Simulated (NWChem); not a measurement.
System: InH3S3; SMILES [SH][In]([SH])[SH]

Here is an NWChem input.

```
start job
memory heap 200 mb stack 900 mb global 1100 mb
geometry units angstroms noautosym nocenter noautoz
  In    -0.005910    -0.002620     0.004966
  S      1.242349    -2.048437     0.014602
  H      0.127660    -2.812095    -0.029916
  S     -2.408783    -0.085646    -0.063172
  H     -2.542693     1.259070    -0.056996
  S      1.200867     2.071925     0.064212
  H      0.077070     2.822566     0.047977
end
basis spherical
  * library def2-svpd
end
ecp
  In library def2-ecp
end
dft
  xc b3lyp
  iterations 150
end
property
  response 1 0.0
end
task dft property
```

Parts of the log:

```
             Northwest Computational Chemistry Package (NWChem) 7.3.0
             --------------------------------------------------------

                             Geometry "geometry" -> ""
                             -------------------------

 Output coordinates in angstroms (scale by  1.889725989 to convert to a.u.)

  No.       Tag          Charge          X              Y              Z
 ---- ---------------- ---------- -------------- -------------- --------------
    1 In                  49.0000    -0.00591000    -0.00262000     0.00496600
    2 S                   16.0000     1.24234900    -2.04843700     0.01460200
    3 H                    1.0000     0.12766000    -2.81209500    -0.02991600
    4 S                   16.0000    -2.40878300    -0.08564600    -0.06317200
    5 H                    1.0000    -2.54269300     1.25907000    -0.05699600
    6 S                   16.0000     1.20086700     2.07192500     0.06421200
    7 H                    1.0000     0.07707000     2.82256600     0.04797700

 Effective nuclear repulsion energy (a.u.)     674.6278318839

                                 NWChem DFT Module
                                 -----------------

 Summary of "ao basis" -> "ao basis" (spherical)
 ------------------------------------------------------------------------------
       Tag                 Description            Shells   Functions and Types
 ---------------- ------------------------------  ------  ---------------------
 In                        def2-svpd                12       32   5s4p3d
 S                         def2-svpd                11       27   5s4p2d
 H                         def2-svpd                 4        8   2s2p

            General Information
            -------------------
          SCF calculation type: DFT
          Wavefunction type:  closed shell.
          No. of atoms     :     7
          No. of electrons :    72
           Alpha electrons :    36
            Beta electrons :    36
          Charge           :     0
          Spin multiplicity:     1
          Use of symmetry is: off; symmetry adaption is: off
          Maximum number of iterations: 150
          AO basis - number of functions:   137
                     number of shells:    57
          Convergence on energy requested:  1.00D-06
          Convergence on density requested:  1.00D-05
          Convergence on gradient requested:  5.00D-04

              XC Information
              --------------
                         B3LYP Method XC Potential
                     Hartree-Fock (Exact) Exchange  0.200
                        Slater Exchange Functional  0.800 local
                    Becke 1988 Exchange Functional  0.720 non-local
              Lee-Yang-Parr Correlation Functional  0.810
                  VWN I RPA Correlation Functional  0.190 local

             Grid Information
             ----------------
          Grid used for XC integration:  medium
          Radial quadrature: Mura-Knowles
          Angular quadrature: Lebedev.
          Tag              B.-S. Rad. Rad. Pts. Rad. Cut. Ang. Pts.
          ---              ---------- --------- --------- ---------
          In                  1.55      123          12.0       590
          S                   1.00       88          14.0       590
          H                   0.35       45          15.0       434
          Grid pruning is: on
          Number of quadrature shells:   522
          Spatial weights used:  Erf1

      Superposition of Atomic Density Guess
      -------------------------------------

 Sum of atomic energies:       -1411.60162871

      Non-variational initial energy
      ------------------------------

 Total energy =   -1383.518501
 1-e energy   =   -2707.309876
 2-e energy   =     961.134399
 HOMO         =      -0.326571
 LUMO         =      -0.050073

   convergence    iter        energy       DeltaE   RMS-Dens  Diis-err
 ---------------- ----- ----------------- --------- --------- ---------
 d= 0,ls=0.0,diis     1  -1386.2980279602 -1.75D+03  1.26D-02  5.22D-01
 d= 0,ls=0.0,diis     2  -1386.2905271533  7.50D-03  7.02D-03  4.54D-01
 d= 0,ls=0.0,diis     3  -1386.3649301370 -7.44D-02  1.92D-03  4.94D-02
 d= 0,ls=0.0,diis     4  -1386.3726818918 -7.75D-03  3.88D-04  1.94D-03
 d= 0,ls=0.0,diis     5  -1386.3729992968 -3.17D-04  1.09D-04  1.00D-04
  Resetting Diis
 d= 0,ls=0.0,diis     6  -1386.3730155038 -1.62D-05  3.57D-05  1.49D-05
 d= 0,ls=0.0,diis     7  -1386.3730180321 -2.53D-06  2.01D-05  1.01D-06
 d= 0,ls=0.0,diis     8  -1386.3730178155  2.17D-07  1.21D-05  2.22D-06
 d= 0,ls=0.0,diis     9  -1386.3730182232 -4.08D-07  7.94D-07  7.36D-09

         Total DFT energy =    -1386.373018223176
      One electron energy =    -2709.223979017829
           Coulomb energy =     1055.191464243157
    Exchange-Corr. energy =      -94.997479224856
 Nuclear repulsion energy =      362.656975776352

 Numeric. integr. density =       71.999983119911

                       DFT Final Molecular Orbital Analysis
                       ------------------------------------

 Vector   34  Occ=2.000000D+00  E=-2.954803D-01
              MO Center= -9.1D-02,  5.5D-02,  3.2D-03, r^2= 6.4D+00
   Bfn.  Coefficient  Atom+Function         Bfn.  Coefficient  Atom+Function
  ----- ------------  ---------------      ----- ------------  ---------------
    81      0.323324  4 S  pz               116      0.314131  6 S  pz
    46      0.296980  2 S  pz                78      0.249183  4 S  pz
   113      0.242401  6 S  pz                43      0.229522  2 S  pz
    14      0.202631  1 In pz                75      0.140788  4 S  pz
   110      0.136934  6 S  pz                40      0.129681  2 S  pz

 Vector   35  Occ=2.000000D+00  E=-2.733261D-01
              MO Center= -7.5D-01,  8.8D-01, -5.1D-03, r^2= 5.8D+00
   Bfn.  Coefficient  Atom+Function         Bfn.  Coefficient  Atom+Function
  ----- ------------  ---------------      ----- ------------  ---------------
    81      0.443023  4 S  pz               116     -0.403157  6 S  pz
    78      0.338885  4 S  pz               113     -0.308527  6 S  pz
    75      0.190252  4 S  pz               110     -0.173202  6 S  pz
    21     -0.082258  1 In d  1              84      0.080016  4 S  pz
   119     -0.071790  6 S  pz                46     -0.053897  2 S  pz

 Vector   36  Occ=2.000000D+00  E=-2.722901D-01
              MO Center=  8.0D-01, -9.5D-01,  1.6D-02, r^2= 5.6D+00
   Bfn.  Coefficient  Atom+Function         Bfn.  Coefficient  Atom+Function
  ----- ------------  ---------------      ----- ------------  ---------------
    46      0.496972  2 S  pz                43      0.380046  2 S  pz
   116     -0.277054  6 S  pz                40      0.213401  2 S  pz
   113     -0.212226  6 S  pz                81     -0.192642  4 S  pz
    78     -0.148123  4 S  pz               110     -0.119096  6 S  pz
    49      0.095362  2 S  pz                19      0.083052  1 In d -1

 Vector   37  Occ=0.000000D+00  E=-8.670854D-02
              MO Center= -9.7D-02,  6.3D-02,  3.1D-03, r^2= 7.4D+00
   Bfn.  Coefficient  Atom+Function         Bfn.  Coefficient  Atom+Function
  ----- ------------  ---------------      ----- ------------  ---------------
     4      0.820623  1 In s                  3      0.575832  1 In s
     5      0.439468  1 In s                 79     -0.354460  4 S  px
     1     -0.335543  1 In s                115      0.298922  6 S  py
    45     -0.290142  2 S  py                71     -0.209307  4 S  s
    76     -0.209505  4 S  px               106     -0.200694  6 S  s

 Vector   38  Occ=0.000000D+00  E=-5.375594D-02
              MO Center= -1.5D-02,  2.2D-03,  4.9D-03, r^2= 4.9D+00
   Bfn.  Coefficient  Atom+Function         Bfn.  Coefficient  Atom+Function
  ----- ------------  ---------------      ----- ------------  ---------------
    17      0.579589  1 In pz                14      0.575745  1 In pz
    81     -0.213881  4 S  pz               116     -0.213363  6 S  pz
    46     -0.212054  2 S  pz                11     -0.154265  1 In pz
     8     -0.142220  1 In pz                43     -0.139670  2 S  pz
    78     -0.138756  4 S  pz               113     -0.139349  6 S  pz

 Vector   39  Occ=0.000000D+00  E=-3.183349D-02
              MO Center= -4.3D-01,  3.8D-01, -2.9D-03, r^2= 1.2D+01
   Bfn.  Coefficient  Atom+Function         Bfn.  Coefficient  Atom+Function
  ----- ------------  ---------------      ----- ------------  ---------------
     5      2.418606  1 In s                 37     -1.097760  2 S  s
   107     -0.836577  6 S  s                 72     -0.590032  4 S  s
    30     -0.422051  1 In d  0               3     -0.367242  1 In s
    15      0.342265  1 In px                48     -0.286485  2 S  py
   118      0.215030  6 S  py                16     -0.197089  1 In py

     Multipole analysis of the density
     ---------------------------------

     L   x y z        total         alpha         beta         nuclear
     -   - - -        -----         -----         ----         -------
     0   0 0 0     -0.000000    -36.000000    -36.000000     72.000000

     1   1 0 0     -0.436090      1.587725      1.587725     -3.611540
     1   0 1 0      0.253744     -0.080991     -0.080991      0.415726
     1   0 0 1     -0.009894     -0.303167     -0.303167      0.596441

[...]

 DFT Linear Response polarizability / au
 Frequency  =       0.0000000 / au
              X              Y              Z
 -----------------------------------------------
 X     123.2798684     -0.3248175      1.2728206
 Y      -0.3247734    125.7040363      0.5918236
 Z       1.2728333      0.5918213     77.9931297
 -----------------------------------------------
 Eigenvalues =     123.2766420    125.7505650     77.9498275
 Isotropic   =     108.9923448
 Anisotropic =      46.6130395
 -----------------------------------------------

 Magnetic Dipole Response Matrix (nonzero elements):

 Exiting AOResponse driver routine
```

Level: B3LYP/def2-SVPD with def2 effective core potentials on In. All runs use the structure optimised with PBE0/def2-SVP. Not confirmed as a minimum by frequencies. B3LYP is NWChem's, with the RPA form of VWN correlation. def2 effective core potentials on In; no spin-orbit coupling.
